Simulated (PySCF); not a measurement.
C4H10N, SMILES [CH2]CNCC, multiplicity 2. The structure is a stationary point at PBE0-D3(BJ)/def2-SVP. The isomer is the one that the SMILES or the coordinates give; other isomers of the formula were not compared. Other conformers were not sampled.

Method: PBE0-D3(BJ)/def2-SVP (PySCF 2.14.0).

Harmonic wavenumbers (cm⁻¹): 82, 115, 147, 261, 280, 367, 449, 510, 749, 806, 816, 938, 969, 1084, 1093, 1135, 1145, 1219, 1261, 1308, 1356, 1370, 1408, 1427, 1435, 1457, 1473, 1495, 1507, 2946, 2976, 3042, 3053, 3061, 3143, 3162, 3165, 3279, 3554. Rotational constants (GHz): 13.92, 2.456, 2.305; symmetry number 1.

Problem. Work out the zero-point energy and the ideal-gas rigid-rotor harmonic-oscillator thermochemistry at 298.15 K and 1 atm.

Solution. ZPE = ½ Σ hcν = ½ × 59043 cm⁻¹ = 353.15 kJ/mol. H − E(el) = 374.60 kJ/mol. Entropy in J/(mol K): translation 162.11, rotation 108.01, vibration 70.24, spin 5.76, total 346.12. G − E(el) = 271.40 kJ/mol. Cp = 111.46 J/(mol K). Modes under 150 cm⁻¹ make the vibrational entropy uncertain.
